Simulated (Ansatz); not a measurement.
Input file for `C[O][Ge]([CH3])([CH3])[O][SiH3]`:

```yaml
crystal:
  periodic: [false, false, false]
  atoms:
    - {symbol: C, position_ang: [1.916955, -1.363308, -0.363451]}
    - {symbol: O, position_ang: [1.392207, -0.391485, 0.507918]}
    - {symbol: Ge, position_ang: [0.047028, 0.644012, -0.020629]}
    - {symbol: C, position_ang: [0.382845, 1.426249, -1.759318]}
    - {symbol: C, position_ang: [-0.281558, 1.833980, 1.464216]}
    - {symbol: O, position_ang: [-1.362338, -0.423334, -0.258368]}
    - {symbol: Si, position_ang: [-2.002847, -1.641301, 0.618950]}
    - {symbol: H, position_ang: [1.156620, -2.086087, -0.684384]}
    - {symbol: H, position_ang: [2.699161, -1.909931, 0.168721]}
    - {symbol: H, position_ang: [2.367107, -0.916546, -1.259419]}
    - {symbol: H, position_ang: [0.488792, 0.639466, -2.506680]}
    - {symbol: H, position_ang: [1.292822, 2.027447, -1.740640]}
    - {symbol: H, position_ang: [-0.456486, 2.062257, -2.043817]}
    - {symbol: H, position_ang: [-0.443585, 1.246168, 2.368165]}
    - {symbol: H, position_ang: [0.577093, 2.488272, 1.619488]}
    - {symbol: H, position_ang: [-1.165145, 2.443825, 1.272829]}
    - {symbol: H, position_ang: [-1.250614, -2.909791, 0.411672]}
    - {symbol: H, position_ang: [-3.409034, -1.844459, 0.184330]}
    - {symbol: H, position_ang: [-1.991024, -1.329734, 2.076920]}
basis:
  gaussian: {orbitals: def2-TZVPP}
correlation: {method: ccsd_t}
output: {orbitals: {seedname: orbitals}}
```

```sh
$ ansatz run in.yaml --threads 2 --pin off --events-out ev --progress --plain --backend cuda
```

Output of Ansatz, abridged:

```
Functional definition: HF
2432 factors; integrals over basis functions are off by at most 1.1e-3 eV
mean field evaluation 1: about -71691.2500 eV, gradient 5.5e1 eV
mean field evaluation 2: about -71691.5989 eV, gradient 5.5e1 eV
mean field evaluation 4: about -71697.9050 eV, gradient 6.2e0 eV
mean field evaluation 8: about -71698.0182 eV, gradient 3.0e-1 eV
mean field evaluation 16: about -71698.0192 eV, gradient 2.2e-6 eV
mean field -71698.01920292 eV, -2634.8536070444 hartree, gradient 2.2e-6 eV, S^2 0.000000; 0 other end points of the search recorded, 0 dependent functions left out
19 core orbitals not correlated: weight in the atoms' cores, before any rotation towards them, 1.000 or more for the frozen orbitals, at most 0.000 for the correlated occupied ones
reference -71698.01920292 eV, -2634.8536070444 hartree; 27, 27 occupied and 367, 367 virtual orbitals, 2432 factors
second order -37.76671196 eV of doubles, -0.00000000 eV of singles
cycle   1  -38.17023374 eV  change   -4.0e-1 eV  update   1.4e-1
cycle   2  -39.16225306 eV  change   -9.9e-1 eV  update   3.9e-2
cycle   3  -39.36825514 eV  change   -2.1e-1 eV  update   1.9e-2
cycle   4  -39.35035816 eV  change    1.8e-2 eV  update   4.0e-3
cycle   5  -39.34963248 eV  change    7.3e-4 eV  update   1.8e-3
cycle   6  -39.35052493 eV  change   -8.9e-4 eV  update   5.1e-4
cycle   7  -39.35025932 eV  change    2.7e-4 eV  update   2.3e-4
cycle   8  -39.35019427 eV  change    6.5e-5 eV  update   6.9e-5
cycle   9  -39.35022211 eV  change   -2.8e-5 eV  update   2.8e-5
perturbative correction -1.46810207 eV, -0.0539517561 hartree
Total energy: -71738.83752710 eV, -2636.3536527904 hartree
```

Hardware: 2 threads of an AMD EPYC 7R13 on a shared host and a share of an NVIDIA H100 80 GB. Wall time 64 s, peak host memory 1.8 GiB.

The correlation energy is -40.818 eV, 3.6 % of it from (T); the T1 diagnostic reads 0.0112.
